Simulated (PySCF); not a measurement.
Vertical excitations of a molecule C4H7ClSi from TDA-B3LYP/def2-SVPD in PySCF, as energy in eV (oscillator strength): 5.37 (0.002), 5.74 (0.004), 6.38 (0.032), 6.67 (0.068), 6.70 (0.094), 6.87 (0.031), 6.89 (0.082), 7.11 (0.006), 7.22 (0.067), 7.40 (0.094). Lowest triplet (TDA): 4.39 eV. The structure is a stationary point at TPSSh-D3(BJ)/def2-SVP. One conformer was computed; it need not be the lowest.

Pick the molecule that these values belong to.
A. C=C=C(C)[SiH2]Cl
B. ClC1=CC[SiH2]C1
C. Cl/C=C1\CC[SiH2]1
D. [SiH3]C1=C(Cl)CC1

A, C=C=C(C)[SiH2]Cl
